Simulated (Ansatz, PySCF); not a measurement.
3-ethenylthietane (C5H8S), SMILES C1(CSC1)C=C. Atoms are numbered in the order given.

```xyz
14

C      2.9287     0.2914     0.2494
C      1.7574    -0.0111    -0.3170
C      0.4179     0.1610     0.3281
C     -0.4802    -1.0996     0.4120
S     -2.0044    -0.1082     0.0496
C     -0.6180     1.0215    -0.4392
H      2.9819     0.7011     1.2637
H      3.8762     0.1422    -0.2754
H      1.7431    -0.4205    -1.3363
H      0.5429     0.5753     1.3406
H     -0.2776    -1.8257    -0.3912
H     -0.4878    -1.6230     1.3785
H     -0.7272     2.0614    -0.0999
H     -0.4620     1.0111    -1.5296
```
Charge 0, spin multiplicity 1.

Geometry: B3LYP-D3(BJ)/def2-SVP. Other conformers were not sampled.

Two levels are set side by side: PBE-D3(BJ)/def2-SVP (Ansatz, an electronic-structure program) and B3LYP-D3(BJ)/def2-SVP (Ansatz). Each level has its own optimised geometry; the coordinates shown are those of the second. Frequencies come from the Hessian of PySCF at each geometry. Differences are taken from unrounded values.

```json
[
 {"quantity": "mean bond length (Å)", "B3LYP-D3(BJ)": "1.316", "PBE-D3(BJ)": "1.322", "PBE-D3(BJ) minus B3LYP-D3(BJ)": "0.006"},
 {"quantity": "bond C1–C2 (Å)", "B3LYP-D3(BJ)": "1.336", "PBE-D3(BJ)": "1.345", "PBE-D3(BJ) minus B3LYP-D3(BJ)": "0.009"},
 {"quantity": "bond C2–C3 (Å)", "B3LYP-D3(BJ)": "1.497", "PBE-D3(BJ)": "1.498", "PBE-D3(BJ) minus B3LYP-D3(BJ)": "0.001"},
 {"quantity": "bond C3–C4 (Å)", "B3LYP-D3(BJ)": "1.550", "PBE-D3(BJ)": "1.552", "PBE-D3(BJ) minus B3LYP-D3(BJ)": "0.002"},
 {"quantity": "bond C3–C6 (Å)", "B3LYP-D3(BJ)": "1.550", "PBE-D3(BJ)": "1.552", "PBE-D3(BJ) minus B3LYP-D3(BJ)": "0.002"},
 {"quantity": "bond C4–S5 (Å)", "B3LYP-D3(BJ)": "1.854", "PBE-D3(BJ)": "1.855", "PBE-D3(BJ) minus B3LYP-D3(BJ)": "0.001"},
 {"quantity": "bond S5–C6 (Å)", "B3LYP-D3(BJ)": "1.854", "PBE-D3(BJ)": "1.855", "PBE-D3(BJ) minus B3LYP-D3(BJ)": "0.001"},
 {"quantity": "bond C1–H7 (Å)", "B3LYP-D3(BJ)": "1.095", "PBE-D3(BJ)": "1.103", "PBE-D3(BJ) minus B3LYP-D3(BJ)": "0.008"},
 {"quantity": "bond C1–H8 (Å)", "B3LYP-D3(BJ)": "1.093", "PBE-D3(BJ)": "1.101", "PBE-D3(BJ) minus B3LYP-D3(BJ)": "0.008"},
 {"quantity": "bond C2–H9 (Å)", "B3LYP-D3(BJ)": "1.098", "PBE-D3(BJ)": "1.107", "PBE-D3(BJ) minus B3LYP-D3(BJ)": "0.008"},
 {"quantity": "bond C3–H10 (Å)", "B3LYP-D3(BJ)": "1.101", "PBE-D3(BJ)": "1.110", "PBE-D3(BJ) minus B3LYP-D3(BJ)": "0.009"},
 {"quantity": "bond C4–H11 (Å)", "B3LYP-D3(BJ)": "1.102", "PBE-D3(BJ)": "1.111", "PBE-D3(BJ) minus B3LYP-D3(BJ)": "0.009"},
 {"quantity": "bond C4–H12 (Å)", "B3LYP-D3(BJ)": "1.099", "PBE-D3(BJ)": "1.108", "PBE-D3(BJ) minus B3LYP-D3(BJ)": "0.008"},
 {"quantity": "bond C6–H13 (Å)", "B3LYP-D3(BJ)": "1.099", "PBE-D3(BJ)": "1.108", "PBE-D3(BJ) minus B3LYP-D3(BJ)": "0.008"},
 {"quantity": "bond C6–H14 (Å)", "B3LYP-D3(BJ)": "1.102", "PBE-D3(BJ)": "1.111", "PBE-D3(BJ) minus B3LYP-D3(BJ)": "0.009"},
 {"quantity": "highest harmonic wavenumber (cm⁻¹)", "B3LYP-D3(BJ)": "3227", "PBE-D3(BJ)": "3167", "PBE-D3(BJ) minus B3LYP-D3(BJ)": "-60"},
 {"quantity": "mean harmonic wavenumber (cm⁻¹)", "B3LYP-D3(BJ)": "1423", "PBE-D3(BJ)": "1384", "PBE-D3(BJ) minus B3LYP-D3(BJ)": "-39"},
 {"quantity": "zero-point energy (kcal/mol)", "B3LYP-D3(BJ)": "73.21", "PBE-D3(BJ)": "71.23", "PBE-D3(BJ) minus B3LYP-D3(BJ)": "-1.98"}
]
```

Exact exchange shortens and stiffens bonds; PBE has none. Differences between two approximate levels are no errors against the true value.
